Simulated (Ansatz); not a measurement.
Ansatz (an electronic-structure program) input (CCSD(T)/def2-TZVPPD):
A basis named .json is the Basis Set Exchange file of that set.

Ansatz 0.2 input:
```yaml
crystal:
  periodic: [false, false, false]
  atoms:
    - {symbol: Y, position_ang: [0.00000000, 0.00000000, -0.00000000]}
    - {symbol: Br, position_ang: [-2.01993060, -1.60520180, -0.34972865]}
    - {symbol: Br, position_ang: [-0.00077825, 2.35467005, -1.11113947]}
    - {symbol: Br, position_ang: [2.02070885, -0.74946825, 1.46086812]}
basis:
  gaussian:
    orbitals: def2-TZVPPD.json
magnetization: {spin_polarized: false}
correlation: {method: ccsd_t, electrons: outside_noble_gas}
```

End of the output:

```
integrals: 1.17 GiB planned
1456 factors; integrals over basis functions are off by at most 1.5e-3 eV
mean field: 2.02 GiB planned
mean field evaluation 1: about -211034.1959 eV, gradient 2.2e1 eV
mean field evaluation 2: about -211034.2874 eV, gradient 2.2e1 eV
mean field evaluation 4: about -211036.2365 eV, gradient 1.7e0 eV
mean field evaluation 8: about -211036.2671 eV, gradient 1.7e-1 eV
mean field evaluation 16: about -211034.1952 eV, gradient 2.2e1 eV
mean field -211036.26737232 eV, -7755.4397804130 hartree, gradient 4.1e-6 eV, S^2 0.000000; 0 other end points of the search recorded, 0 dependent functions left out
46 core orbitals not correlated
reference -211036.26737232 eV, -7755.4397804130 hartree; 12, 12 occupied and 169, 169 virtual orbitals, 1456 factors
second order -14.52131646 eV of doubles, -0.00000000 eV of singles
coupled cluster: 1.44 GiB planned
cycle   1  -15.28562026 eV  change   -7.6e-1 eV  update   8.5e-2
cycle   2  -15.55403810 eV  change   -2.7e-1 eV  update   2.4e-2
cycle   3  -15.62982133 eV  change   -7.6e-2 eV  update   1.4e-2
cycle   4  -15.62293211 eV  change    6.9e-3 eV  update   3.5e-3
cycle   5  -15.62098994 eV  change    1.9e-3 eV  update   1.2e-3
cycle   6  -15.62101744 eV  change   -2.7e-5 eV  update   3.8e-4
cycle   7  -15.62103740 eV  change   -2.0e-5 eV  update   1.2e-4
cycle   8  -15.62108122 eV  change   -4.4e-5 eV  update   3.9e-5
cycle   9  -15.62109333 eV  change   -1.2e-5 eV  update   1.3e-5
perturbative correction -0.67737981 eV, -0.0248932487 hartree
Total energy: -211052.56584545 eV, -7756.0387382532 hartree
```
